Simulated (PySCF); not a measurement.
## Where the electron goes

Species: C6H12N2.
SMILES with atom numbers: `[CH2:1]=[CH:2][N:3]1[NH:4][CH2:5][CH2:6][C@@H:7]1[CH3:8]` (hydrogens: H9, H10 on C1; H11 on C2; H12 on N4; H13, H14 on C5; H15, H16 on C6; H17 on C7; H18, H19, H20 on C8)

Computed, not measured: PySCF 2.14.0, density-fitted response routines, TDDFT wB97X-D/def2-SVPD, vertical, gas phase, core orbitals frozen in the response. Isolated species at its PBE0-D3(BJ)/def2-SVP geometry (one conformer only).

Frontier orbitals with the atoms that hold most of them (Löwdin shares over 4%, at most four atoms; ? is withheld):

| orbital | ε (eV) | atoms |
| --- | --- | --- |
| HOMO-3 | -11.35 | C7 21%, C6 19%, C8 14%, C5 11% |
| HOMO-2 | -10.79 | C2 16%, N3 15%, C8 11%, C7 11% |
| HOMO-1 | -9.22 | ? |
| HOMO | -7.37 | ? |
| LUMO | ? | C1 13%, C2 12%, C6 8%, H17 8% |
| LUMO+1 | 2.46 | C2 25%, C1 23%, N3 8%, H10 8% |
| LUMO+2 | 2.81 | C1 14%, C8 12%, H10 12%, H12 8% |

Problem. Which atoms hold the HOMO, and with what shares?

Solution. N3 (bonded to 2 C and N) 32%; C1 (bonded to C and 2 H) 22%; N4 (bonded to C, N and H) 16%; C2 (bonded to C, N and H) 12%. By element: nitrogen 48%, carbon 34% or more.

Problem. Give the leading atoms of the HOMO-1.

Solution. N4 (bonded to C, N and H) 42%; C2 (bonded to C, N and H) 13%; C1 (bonded to C and 2 H) 13%; C5 (bonded to C, N and 2 H) 7%. By element: nitrogen 42% or more, carbon 33% or more.

Problem. What is the LUMO energy, and the HOMO–LUMO gap?

Solution. ε(LUMO) = 2.31 eV; the gap is 9.69 eV (0.3560 hartree).

Problem. The HOMO–LUMO gap is 9.69 eV. Where does the response calculation put the lowest singlet, and from which orbitals?

Solution. S1 is at 5.55 eV (f = 0.086), 4.13 eV below the gap, made of HOMO→LUMO (73%), HOMO→LUMO+1 (11%), HOMO→LUMO+2 (9%). Without the coupling terms of the response equations the lowest excitation would equal the gap.

Problem. Give energy, strength and leading configuration of S1, S2 and S8, and follow the Löwdin shares of the leading atoms from the occupied to the empty orbital.

Solution. 
- S1 (5.55 eV, f 0.086), HOMO→LUMO (73%): N3 32% → at most 8%, C1 22% → 13%, C2 12% → 12%
- S2 (5.74 eV, f 0.149), HOMO→LUMO+1 (83%): N3 32% → 8%, C1 22% → 23%, C2 12% → 25%
- S8 (7.39 eV, f 0.099), HOMO-1→LUMO+1 (78%): N4 42% → at most 8%, C2 13% → 25%, C1 13% → 23%
